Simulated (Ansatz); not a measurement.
```json
{"atom": "C", "x (Å)": "0.0384", "y (Å)": "0.0303", "z (Å)": "-0.0250"}
{"atom": "C", "x (Å)": "1.4018", "y (Å)": "-0.0457", "z (Å)": "0.0387"}
{"atom": "C", "x (Å)": "-0.7525", "y (Å)": "1.2246", "z (Å)": "-0.0476"}
{"atom": "C", "x (Å)": "-0.6753", "y (Å)": "-1.1992", "z (Å)": "0.0652"}
{"atom": "H", "x (Å)": "1.9887", "y (Å)": "-0.8852", "z (Å)": "-0.0054"}
{"atom": "H", "x (Å)": "2.0141", "y (Å)": "0.8914", "z (Å)": "-0.0359"}
{"atom": "H", "x (Å)": "-1.7288", "y (Å)": "1.2829", "z (Å)": "0.0098"}
{"atom": "H", "x (Å)": "-0.1768", "y (Å)": "2.1891", "z (Å)": "0.0796"}
{"atom": "H", "x (Å)": "-1.8535", "y (Å)": "-1.2413", "z (Å)": "0.0136"}
{"atom": "H", "x (Å)": "-0.1914", "y (Å)": "-2.1933", "z (Å)": "-0.0364"}
```

Basis set: 6-31G (spherical functions). Correlated methods keep 4 orbitals frozen. Charge 0, multiplicity 3.

Computed with Ansatz (development build ahead of 0.2.0); each method stands on the lowest determinant of its kind that the runs found.

Task: Give the atomization energy at this shape (free ground-state atoms in the same class of orbitals less the molecule, no zero-point energy) of triplet C₄H₆ by UHF-MP2, UHF.

Result:

```tsv
method	atomization energy
UHF-MP2	3463.6 kJ/mol
UHF	2934.0 kJ/mol
```

Caution: the shape is not the minimum; the unrestricted determinant is spin contaminated.

This basis has no polarisation functions and is too small for such energies, which can lie far from measured ones in either direction.
